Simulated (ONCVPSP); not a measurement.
## Co: one change to an ONCV potential, before and after

cobalt, optimised norm-conserving Vanderbilt (ONCV), made with ONCVPSP 4.0.1 (BLYP, scalar-relativistic). Core [Ne] 3s2, reference 3p6 3d7 4s1.5 (charge +0.5). Waves: 4s: rc 2.45 bohr, ncon 4, nbas 7, qcut 2.7 1/bohr, 2 projectors, debl 1.2 Ha; 3p: rc 0.90 bohr, ncon 4, nbas 9, qcut 7.9 1/bohr, 3 projectors, debl 3.8 Ha; 3d: rc 1.75 bohr, ncon 4, nbas 9, qcut 10.1 1/bohr, 2 projectors, debl 0.5 Ha; f scattering state at 0.03 Ha: rc 2.65 bohr, ncon 4, nbas 7, qcut 4 1/bohr, 2 projectors, debl 2.5 Ha. Local part: polynomial inside 0.60 bohr (lpopt 5, dvloc0 2 Ha). Core correction: none.

Change: all radii scaled by about 0.95 (s 2.32, p 0.86, d 1.66, f 2.52 bohr); local potential polynomial inside 0.56 bohr (lpopt 5, dvloc0 2 Ha).

Cutoffs: the cutoffs (Ha) at which the residual kinetic energy of the hardest occupied pseudo-wave falls to 1 and 0.1 mHa per electron; they do not see the model core or the augmentation charge, which bear on the density cutoff. Errors are all-electron minus pseudo energies relative to the spin-unpolarised reference configuration.

Q: What does the change do?

A: The potential gets neither clearly harder nor softer (37 Ha and 92 Ha → 38 Ha and 98 Ha); both files keep a bound ghost (f, s); of the 4 tests that both files solve, the error grows in 1 and shrinks in 1 by more than 15 % and 0.3 meV (median size 5.1 → 4.1 meV).

```tsv
quantity	base	changed
cutoff, loose	37 Ha	38 Ha
cutoff, tight	92 Ha	98 Ha
loose cutoff by channel	s 6.2 Ha, p 35 Ha, d 37 Ha	s 7.7 Ha, p 35 Ha, d 38 Ha
bound ghosts	s, f	s, f
GHOST(+) flags under 300 eV	none	s at 95.1 eV
error for 3p6 3d7 4s2, meV [ΔE -3.59 eV]	+0.3	+0.2
error for 3p6 3d7 4s1, meV [ΔE 5.45 eV]	-0.9	-0.9
error for 3p6 3d7 4s0, meV [ΔE 22.43 eV]	-9.4	-7.3
error for 3p6 3d6 4s0, meV [ΔE 58.30 eV]	+80	+96
```

 A true bound ghost makes a file unfit for plane-wave use even where its test errors are small: the radial tests pick states by their node count and pass the ghost by.
